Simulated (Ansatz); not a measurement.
A nudged elastic band was laid between two geometries of CH₂BClO (6 atoms, charge 0, multiplicity 1).

Level of theory: RKS r2SCAN-D4/def2-SVP in Ansatz 0.2.0.

| Property | Result |
| --- | --- |
| movable images | 5 |
| climbing image | yes |
| spring | 5.0 eV/Å² |
| optimiser | quadratic models (default) |
| start path | IDPP |
| force threshold | 0.05 eV/Å |
| iteration limit | 60 |
| end points | relaxed |

Image 0:

```xyz
6
Properties=species:S:1:pos:R:3
O 1.116 -0.528 -1.162
C 0.810 -0.258 -0.012
B -0.621 0.401 0.073
Cl -1.958 -0.607 0.573
H 1.487 -0.526 0.846
H -0.833 1.518 -0.317
```

Image 6:

```xyz
6
Properties=species:S:1:pos:R:3
O 1.628 0.420 -0.244
C 0.732 -0.403 -0.157
B -0.688 0.277 -0.048
Cl -1.431 0.368 1.531
H 0.959 -1.504 -0.103
H -1.200 0.841 -0.979
```

Which bonds break or form, and what moves?

No bond is made or broken. The dihedral O1–C2–B3–Cl4 goes from 101 to -102°. The two ends are copies of one structure, up to a mirror image or an exchange of like atoms.

Give the energies along the band, and the barrier.

It converged. The highest image is number 3 of 0 to 6, 0.031 eV above the ends, which have the same energy within 2 meV. A vibrational analysis at the climbing image gives one clearly imaginary mode, 42i cm⁻¹: a first-order saddle point.

```
image  path coordinate (Å)  energy (eV)  dihedral O1–C2–B3–Cl4 (°)
    0                 0.00        0.000                        101
    1                 0.46        0.011                        123
    2                 0.91        0.025                        148
    3                 1.37        0.031                        173
    4                 1.90        0.028                       -157
    5                 2.44        0.014                       -128
    6                 2.97        0.000                       -102
```

What is the geometry of the highest image?


```xyz
6
Properties=species:S:1:pos:R:3
O 1.476 -0.129 -1.113
C 0.783 -0.313 -0.131
B -0.664 0.363 -0.002
Cl -1.667 -0.096 1.348
H 1.144 -0.983 0.703
H -1.071 1.157 -0.805
```

The band took 8 iterations and about 2.2 core-minutes.

The run took 2.2 min on 1 CPU thread of a shared host.
